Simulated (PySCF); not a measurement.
2-(1-methylpyrrol-2-yl)-1,3,4-oxadiazole (C7H7N3O), SMILES n1ncoc1-c1n(C)ccc1. Heavy atoms are numbered as in [CH3:1][n:2]1[cH:3][cH:4][cH:5][c:6]1-[c:7]1[n:8][n:9][cH:10][o:11]1. Hydrogens are named by the atom that carries them.

The structure is a stationary point at r2SCAN-D4/def2-SVP. The values are those of a single conformer.

Calculation: PySCF with PBE/pcSseg-1.

GIAO shieldings, no solvent; atoms alike by connectivity are averaged. δ = σ(ref) − σ: ¹³C against TMS (σ = 182.0 ppm); ¹⁵N against NH3 (σ = 267.0 ppm); ¹⁷O against H2O (σ = 334.3 ppm); ¹H against TMS (σ = 31.49 ppm), references at their B3LYP-D3(BJ)/def2-TZVP geometries, non-relativistic.

| atoms | nucleus | count | δ (ppm) |
|---|---|---|---|
| C7 | ¹³C | 1 | … |
| C10 (CH) | ¹³C | 1 | 153.6 |
| C3 (CH) | ¹³C | 1 | 132.0 |
| C6 | ¹³C | 1 | … |
| C5 (CH) | ¹³C | 1 | 120.0 |
| C4 (CH) | ¹³C | 1 | 115.3 |
| C1 (CH3) | ¹³C | 1 | … |
| N9 | ¹⁵N | 1 | 359.7 |
| N8 | ¹⁵N | 1 | 333.0 |
| N2 | ¹⁵N | 1 | 190.6 |
| O11 | ¹⁷O | 1 | … |
| H on C10 | ¹H | 1 | … |
| H on C5 | ¹H | 1 | 7.35 |
| H on C3 | ¹H | 1 | … |
| H on C4 | ¹H | 1 | … |
| H on C1 | ¹H | 3 | … |

What belongs in the gaps? (Estimate from the structure and the level; the computed values follow.)


- C7, δ (ppm): 164.5
- O11, δ (ppm): 327.6
- H on C3, δ (ppm): 6.89
- H on C1, δ (ppm): 4.33
- C6, δ (ppm): 123.6
- H on C4, δ (ppm): 6.59
- C1 (CH3), δ (ppm): 43.4
- H on C10, δ (ppm): 8.22
